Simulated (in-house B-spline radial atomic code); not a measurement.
Multiplet parameters of the 4d3 shell in Nb III (Nb2+) ([Kr] 4d3). Level of theory: non-relativistic Hartree-Fock, average of configuration, point nucleus; calculated with a radial B-spline atomic code at the basis-set limit.

Slater integrals: F^2 = 54881 cm⁻¹, F^4 = 35734 cm⁻¹. Central-field spin-orbit parameter ζ(4d) = 598.7 cm⁻¹ (bare central field on non-relativistic orbitals, without two-electron terms: too large for light atoms, too small for heavy ones).

Task: What are Racah's B and C?

Result: B = F^2/49 - 5F^4/441 = 715 cm⁻¹, C = 35F^4/441 = 2836 cm⁻¹, C/B = 3.97.

Task: Where do the terms lie in LS coupling, without spin-orbit interaction?

Result: In cm⁻¹ above the Hund's-rule term (some of the terms):
| term | expression | energy |
| --- | --- | --- |
| 4F | 0B + 0C | 0 |
| 4P | 15B + 0C | 10723 |
| 2G | 4B + 3C | 11368 |
| 2H | 9B + 3C | 14942 |
| 2F | 24B + 3C | 25665 |

Task: Is LS coupling a fair picture here?

Result: Unscaled Hartree-Fock integrals overestimate measured term splittings, because correlation screens the repulsion; fits to spectra scale them down, most for low charges. Here ζ is 0.84 times B, so the coupling is intermediate: spin-orbit interaction mixes the terms, and LS labels name only the largest part.
